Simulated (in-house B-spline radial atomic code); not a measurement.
The outermost shell (largest non-relativistic mean radius) with and without relativity; Dirac values are averaged over j. Computed with an all-electron radial atomic-structure program (B-spline basis): non-relativistic Hartree-Fock and Dirac-Hartree-Fock, averages of the configuration (point nuclei without relativity, finite nuclei with it).

```tsv
ion	configuration	outermost shell	radius non-relativistic (bohr)	radius Dirac (bohr)	radius change (%)	level non-relativistic (eV)	level Dirac (eV)
Be+	[He] 2s1	2s	2.28	2.2796	-0.019481	-18.127	-18.13
B+	[He] 2s2	?	?	?	?	?	?
Ca+	[Ar] 4s1	4s	3.7285	3.7138	-0.39462	-11.329	-11.373
Nd+	[Xe] 4f4 6s1	?	?	?	?	?	?
Pm+	[Xe] 4f5 6s1	6s	4.3973	4.1949	-4.603	-9.685	-10.159
```

Task: Fill in the row of B+.

Result: outermost shell: 2s; radius non-relativistic (bohr): 1.7982; radius Dirac (bohr): 1.7976; radius change (%): -0.031842; level non-relativistic (eV): -23.778; level Dirac (eV): -23.785.

Task: Fill in the row of Nd+.

Result: outermost shell: 6s; radius non-relativistic (bohr): 4.4474; radius Dirac (bohr): 4.2524; radius change (%): -4.3836; level non-relativistic (eV): -9.578; level Dirac (eV): -10.023.

Task: Which member changes most?

Result: Promethium (Pm+): its 6s shell contracts by 4.6 %.
